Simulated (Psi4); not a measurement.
Internal rotation in C2H7NSi2, SMILES C([SiH3])[SiH2]C#N. Scanned: dihedral C2–Si3–C4–Si5; all other coordinates were relaxed at GFN2-xTB. Points at φ and −φ are mirror images.

Geometry of the scan point at -120° (Å):
```
12

N      2.4436     1.6528    -1.2952
C      2.0181     0.7180    -0.7873
Si     1.2935    -0.7878     0.0520
C     -0.3239    -0.2285     0.8817
Si    -0.4074    -0.4517     2.7717
H      2.3198    -1.2472     0.9914
H      1.0685    -1.7680    -1.0155
H     -1.1553    -0.7757     0.4354
H     -0.5022     0.8229     0.6515
H     -0.2243    -1.8711     3.0864
H     -1.7172    -0.0082     3.2534
H      0.6504     0.3368     3.4041
```

Method: DF-MP2 (frozen core)/cc-pVTZ // GFN2-xTB (Psi4).

Scanned values (°): -160, -140, -120, -100, -80, -60, -40, -20, 0, 20, 40, 60, 80, 100, 120, 140, 160, 180.

Task: At which scan points does the profile have its minima and maxima, and how high do they lie?

Result: Lower than their neighbours: -60° (0.0 kcal/mol), 60° (0.0 kcal/mol), 180° (0.1 kcal/mol). Higher than their neighbours: -120° (1.4 kcal/mol), 0° (1.1 kcal/mol), 120° (1.4 kcal/mol). The whole profile spans 1.4 kcal/mol.
